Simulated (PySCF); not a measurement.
PySCF job for Ga(Me)(OH)2 (CH5GaO2), SMILES [CH3][Ga]([OH])[OH], TDA-PBE/def2-SVPD. Coordinates come from a PBE-D3(BJ)/def2-SVP optimisation. One conformer was computed; it need not be the lowest.

```python
import numpy as np
from pyscf import gto, scf, dft, tdscf

mol = gto.M(
    atom='''
    Ga    0.00201010   -0.00269059    0.00328023
    C    -1.36994331   -1.40305949   -0.05337590
    H    -0.97079254   -2.31477355   -0.53989767
    H    -2.23792687   -1.03635560   -0.63348978
    H    -1.70252962   -1.67004272    0.96872553
    O    -0.23287257    1.53310003   -0.90949924
    H     0.53149348    2.12644371   -0.78748122
    O     1.58349830   -0.00525113    0.88710116
    H     1.73209652   -0.82629782    1.38989579
    ''',
    basis='def2-SVPD',
    charge=0,
    spin=0,
    max_memory=1600,
    verbose=4,
)
mf = dft.RKS(mol, xc='pbe').density_fit(auxbasis='def2-universal-jkfit')
mf.grids.level = 3
mf.conv_tol = 1e-9
mf.max_cycle = 100
mf.kernel()
mf.grids = dft.Grids(mol).set(level=1).build(with_non0tab=True)  # coarser grid for the response kernel
td = tdscf.TDA(mf)
td.singlet = True
td.nstates = 10
td.conv_tol = 1e-4
td.positive_eig_threshold = 1e-6
td.kernel(x0=td.get_init_guess(mf, 15))
td.analyze()
tt = tdscf.TDA(mf)
tt.singlet = False
tt.nstates = 4
tt.conv_tol = 1e-4
tt.positive_eig_threshold = 1e-6
tt.kernel(x0=tt.get_init_guess(mf, 9))
tt.analyze(verbose=3)
```

Output:

```
PySCF version 2.14.0

[INPUT] verbose = 4
[INPUT] num. atoms = 9
[INPUT] num. electrons = 58
[INPUT] charge = 0
[INPUT] spin (= nelec alpha-beta = 2S) = 0
[INPUT] symmetry False subgroup None
[INPUT] Mole.unit = angstrom
[INPUT] Symbol           X                Y                Z      unit          X                Y                Z       unit  Magmom
[INPUT]  1 Ga     0.002010100000  -0.002690590000   0.003280230000 AA    0.003798538483  -0.005084478213   0.006198736326 Bohr   0.0
[INPUT]  2 C     -1.369943310000  -1.403059490000  -0.053375900000 AA   -2.588817662080  -2.651398172572  -0.100865832652 Bohr   0.0
[INPUT]  3 H     -0.970792540000  -2.314773550000  -0.539897670000 AA   -1.834532024371  -4.374288049887  -1.020258731591 Bohr   0.0
[INPUT]  4 H     -2.237926870000  -1.036355600000  -0.633489780000 AA   -4.229068871105  -1.958428251659  -1.197122186911 Bohr   0.0
[INPUT]  5 H     -1.702529620000  -1.670042720000   0.968725530000 AA   -3.217314700760  -3.155923357124   1.830625941574 Bohr   0.0
[INPUT]  6 O     -0.232872570000   1.533100030000  -0.909499240000 AA   -0.440065379224   2.897139178262  -1.718704474100 Bohr   0.0
[INPUT]  7 H      0.531493480000   2.126443710000  -0.787481220000 AA    1.004377114192   4.018396231204  -1.488123834038 Bohr   0.0
[INPUT]  8 O      1.583498300000  -0.005251130000   0.887101160000 AA    2.992378105714  -0.009923197544   1.676378237184 Bohr   0.0
[INPUT]  9 H      1.732096520000  -0.826297820000   1.389895790000 AA    3.273188044112  -1.561476577125   2.626522384786 Bohr   0.0

nuclear repulsion = 285.279478870339
number of shells = 60
number of NR pGTOs = 226
number of NR cGTOs = 144
basis = def2-SVPD
ecp = {}


[settings echo left out]
init E= -2115.08123072639
  HOMO = -0.352214136407987  LUMO = -0.0920326815117307  gap/eV = 7.07990
cycle= 1 E= -2115.25287410772  delta_E= -0.172  |g|=  1.4  |ddm|= 3.65
  HOMO = -0.0555039352784767  LUMO = -0.0168758407337011  gap/eV = 1.05112
cycle= 2 E= -2112.93167319247  delta_E= 2.32  |g|= 3.47  |ddm|=  5.4
  HOMO = -0.249468450902148  LUMO = -0.0563141989257789  gap/eV = 5.25599
cycle= 3 E= -2115.53515358808  delta_E= -2.6  |g|= 0.532  |ddm|= 4.44
  HOMO = -0.253030143496134  LUMO = -0.0569165955089659  gap/eV = 5.33652
cycle= 4 E= -2115.59449000295  delta_E= -0.0593  |g|= 0.227  |ddm|= 0.778
  HOMO = -0.251723386699807  LUMO = -0.0555437353533859  gap/eV = 5.33832
cycle= 5 E= -2115.60537393832  delta_E= -0.0109  |g|= 0.0404  |ddm|= 0.244
  HOMO = -0.252838828991276  LUMO = -0.0549763754695483  gap/eV = 5.38411
cycle= 6 E= -2115.60574155407  delta_E= -0.000368  |g|= 0.0155  |ddm|= 0.0556
  HOMO = -0.25381461023724  LUMO = -0.0548671871964936  gap/eV = 5.41364
cycle= 7 E= -2115.60577716917  delta_E= -3.56e-05  |g|= 0.01  |ddm|= 0.0214
  HOMO = -0.254147713718599  LUMO = -0.054996522951404  gap/eV = 5.41918
cycle= 8 E= -2115.60579735481  delta_E= -2.02e-05  |g|= 0.00195  |ddm|= 0.00991
  HOMO = -0.254256127178314  LUMO = -0.0550684395663028  gap/eV = 5.42017
cycle= 9 E= -2115.60579815908  delta_E= -8.04e-07  |g|= 0.000408  |ddm|= 0.00251
  HOMO = -0.254208476035499  LUMO = -0.0550459979755078  gap/eV = 5.41949
cycle= 10 E= -2115.60579818648  delta_E= -2.74e-08  |g|= 0.000151  |ddm|= 0.000732
  HOMO = -0.254233742192682  LUMO = -0.0550545377453728  gap/eV = 5.41994
cycle= 11 E= -2115.60579819277  delta_E= -6.29e-09  |g|= 2.41e-05  |ddm|= 0.000251
  HOMO = -0.254232682694204  LUMO = -0.0550530794072843  gap/eV = 5.41995
cycle= 12 E= -2115.60579819293  delta_E= -1.53e-10  |g|= 3.49e-06  |ddm|= 4.24e-05
  HOMO = -0.254231661753757  LUMO = -0.0550527997669872  gap/eV = 5.41993
Extra cycle  E= -2115.60579819293  delta_E= -6.37e-12  |g|= 7.92e-06  |ddm|= 1.21e-05
converged SCF energy = -2115.60579819293
tot grids = 35320
Overwritten attributes  positive_eig_threshold  of <class 'pyscf.tdscf.rks.TDA'>


******** <class 'pyscf.tdscf.rks.TDA'> for <class 'pyscf.df.df_jk.DFRKS'> ********
nstates = 10 singlet
deg_eia_thresh = 1.000e-03
wfnsym = None
conv_tol = 0.0001
eigh lindep = 1e-12
eigh level_shift = 0
eigh max_cycle = 100


Excitation energies (eV)
[5.50018531 6.17436647 6.21415785 6.28465907 6.56735809 6.87851065
 6.88213979 7.09276041 7.21172441 7.37266792]

** Singlet excitation energies and oscillator strengths **
Excited State   1:      5.50019 eV    225.42 nm  f=0.0002
      29 -> 30        0.70609
Excited State   2:      6.17437 eV    200.80 nm  f=0.0537
      27 -> 30       -0.69657
Excited State   3:      6.21416 eV    199.52 nm  f=0.0852
      26 -> 30       -0.32351
      27 -> 31       -0.11929
      28 -> 30       -0.52012
      29 -> 31        0.31656
Excited State   4:      6.28466 eV    197.28 nm  f=0.0446
      26 -> 30       -0.44542
      27 -> 31        0.14646
      28 -> 30        0.41350
      29 -> 31        0.31094
Excited State   5:      6.56736 eV    188.79 nm  f=0.0095
      28 -> 31       -0.69962
Excited State   6:      6.87851 eV    180.25 nm  f=0.0017
      26 -> 31        0.70097
Excited State   7:      6.88214 eV    180.15 nm  f=0.1214
      26 -> 30       -0.39503
      26 -> 34       -0.14125
      28 -> 32       -0.15907
      29 -> 31       -0.48864
Excited State   8:      7.09276 eV    174.80 nm  f=0.0333
      29 -> 32        0.69969
Excited State   9:      7.21172 eV    171.92 nm  f=0.1002
      27 -> 31       -0.62449
      28 -> 30        0.13506
      28 -> 34        0.15791
Excited State  10:      7.37267 eV    168.17 nm  f=0.0009
      29 -> 33        0.70382

** Transition electric dipole moments (AU) **
state          X           Y           Z        Dip. S.      Osc.
  1        -0.0171      0.0158      0.0350      0.0018      0.0002
  2         0.2500     -0.2560     -0.4762      0.3548      0.0537
  3        -0.5807     -0.4663     -0.0699      0.5596      0.0852
  4         0.3220      0.4297     -0.0388      0.2898      0.0446
  5         0.1119     -0.0940     -0.1938      0.0589      0.0095
  6         0.0441     -0.0349      0.0848      0.0104      0.0017
  7        -0.5233      0.4244     -0.5157      0.7200      0.1214
  8        -0.2149      0.1769      0.3376      0.1915      0.0333
  9         0.4608      0.5945     -0.0343      0.5670      0.1002
 10        -0.0288      0.0360      0.0514      0.0048      0.0009

** Transition velocity dipole moments (imaginary part, AU) **
state          X           Y           Z        Dip. S.      Osc.
  1         0.0000      0.0000      0.0005      0.0000      0.0000
  2         0.0369     -0.0391     -0.0721      0.0081      0.0238
  3        -0.1206     -0.0787     -0.0248      0.0214      0.0623
  4         0.0475      0.0931     -0.0206      0.0113      0.0327
  5         0.0067     -0.0045     -0.0109      0.0002      0.0005
  6         0.0089     -0.0084      0.0060      0.0002      0.0005
  7        -0.0683      0.0617     -0.0727      0.0138      0.0363
  8        -0.0483      0.0413      0.0799      0.0104      0.0267
  9         0.0814      0.0901      0.0017      0.0148      0.0371
 10        -0.0080      0.0089      0.0150      0.0004      0.0009

** Transition magnetic dipole moments (imaginary part, AU) **
state          X           Y           Z
  1        -0.3399     -0.2965     -0.0399
  2         0.0985     -0.3287      0.2271
  3        -0.0365      0.0402      0.0470
  4         0.1550     -0.1442     -0.2692
  5        -0.3564      0.5959     -0.5081
  6        -0.5958     -0.4238     -0.0971
  7         0.0126     -0.1157     -0.1399
  8        -0.2649      0.0385     -0.1722
  9        -0.0402      0.0369      0.0697
 10         0.0927      0.1436     -0.0262


******** <class 'pyscf.tdscf.rks.TDA'> for <class 'pyscf.df.df_jk.DFRKS'> ********
nstates = 4 triplet
deg_eia_thresh = 1.000e-03
wfnsym = None
conv_tol = 0.0001
eigh lindep = 1e-12
eigh level_shift = 0
eigh max_cycle = 100


Excitation energies (eV)
[5.27991618 5.63079754 5.70626352 5.82213019]

** Triplet excitation energies and oscillator strengths **
Excited State   1:      5.27992 eV    234.82 nm  f=0.0000
Excited State   2:      5.63080 eV    220.19 nm  f=0.0000
Excited State   3:      5.70626 eV    217.28 nm  f=0.0000
Excited State   4:      5.82213 eV    212.95 nm  f=0.0000
```

The run converged.

Cost: about 40 core-seconds (a rough figure).
